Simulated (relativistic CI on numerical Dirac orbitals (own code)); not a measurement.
## Pt: calculation against measurement

Calculated at this level of theory: Dirac-Coulomb-Breit CI, separate exchange-only KLI orbitals for each configuration, model QED (radiative potential, 1s self-energy scaled to tabulated hydrogen-like ionisation energies), valence Slater integrals scaled by 0.85, P86 correlation energy added to each configuration (own radial code, finite nucleus).

CI space (outside the closed core [Xe] 4f14): 5d9 6s, 5d8 6s2, 5d10, 5d8 6s 6p, 5d9 6p, 5d9 6d, 5d9 7s, 5d7 6s2 6p, 5d9 7p, 5d9 8s, 5d9 8p, 5d9 7d, 5d9 5f, 5d9 9s, 5d9 9p, 5d9 8d, 5d9 6f, 5d9 5g, 5d9 9d, 5d8 6s 8s, 5d8 6s 7s, 5d8 6s 8p, 5d8 6s 7d, 5d8 6s 5f, 5d8 6s 9s, 5d8 6s 9p, 5d8 6s 8d, 5d8 6s 6f, 5d8 6s 5g, 5d8 6s 9d, 5d8 6s 7p, 5d8 6s 6d, 5d7 6s 6p2, 5d6 6s2 6p2, 5d6 6s 6p3, 5d7 6p3, 5d7 6p2 6d, 5d7 6p2 7s, 5d8 6p2. Double excitations out of closed p, d and f shells are left out; levels of such configurations are missing from the list, as are those of other unlisted configurations, and high levels can miss mixing partners.

| Configuration | Term (tabulated) | J | Measured (cm⁻¹) | Computed | Error | Purity (%) |
| --- | --- | --- | --- | --- | --- | --- |
| 5d9 6s | 3D | 3 | 0.0 | 0 | 0 | 98 |
| 5d8 6s2 | 3F | 4 | 823.7 | 896 | 72 | 91 |
| 5d10 | 1S | 0 | 6140.2 | 6562 | 422 | 89 |
| 5d8 6s2 | 3F | 3 | 10116.7 | 9624 | -493 | 95 |
| 5d9 6s | 3D | 1 | 10131.9 | 9466 | -666 | 98 |
| 5d8 6s2 | 3P | 0 | 16983.5 | 18443 | 1459 | 78 |
| 5d8 6s2 | 3P | 1 | 18566.6 | 19822 | 1255 | 95 |
| 5d8 6s2 | 1G | 4 | 21967.1 | 22172 | 205 | 91 |
| 5d8 6s 6p | 5D° | 4 | 30156.9 | 25732 | -4425 | 78 |
| 5d8 6s 6p | 5G° | 6 | 36781.6 | 31637 | -5144 | 95 |
| 5d9 6p | 3F° | 4 | 37590.6 | 33147 | -4443 | 57 |

Measured levels from NIST Handbook of Basic Atomic Spectroscopic Data (Sansonetti and Martin, J. Phys. Chem. Ref. Data 34, 1559 (2005)); pairs were made by configuration, J and term (by order where the table uses no LS term), so strongly mixed levels may be paired wrongly.

Mean error by configuration (cm⁻¹): 5d8 6s2 500; 5d10 422; 5d9 6s -666; 5d8 6s 6p -4784; 5d9 6p -4443. Over the excited levels the mean absolute error is 1858 cm⁻¹ (10 of the 30 excited levels that our extract of the source holds in range could be paired, and the others can miss by more), and the median relative error of those above 1,000 cm⁻¹ is 6.9 %. Some levels of the ground configuration have no partner.

Transition probabilities of persistent lines. The last column rescales the computed rate by the cube of measured over computed energy:

```
λ measured (Å)        Lower         Upper  A tabulated (s⁻¹)  A computed  A rescaled
   2659.45 air  5d9 6s 3D_3  5d9 6p 3F°_4           8.90e+07    9.77e+07    1.42e+08
```
